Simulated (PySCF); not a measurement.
## Electron correlation in Os+ (osmium, charge +1)

[Xe] 4f14 5d5 6s2, high-spin 6S determinant (an excited configuration). All numbers are calculated (PySCF 2.14, scalar relativity through the core potential, in aug-cc-pVDZ-PP with ECP60MDF (5s5p4d2f, 54 functions)). Frozen: 5s2 5p6; 7 electrons correlated.

MP2 pair energies summed by pair of shells (mhartree):

| pair | energy | share (%) |
| --- | --- | --- |
| 5d-6s | -50.46 | 45.8 |
| 5d-5d | -40.58 | 36.9 |
| 6s-6s | -19.06 | 17.3 |

Total MP2 correlation energy: -110.11 mhartree.

Same-spin part -59.71 and opposite-spin part -50.40 mhartree; SCS-MP2 scales them by 1/3 and 6/5 to -80.38 mhartree.
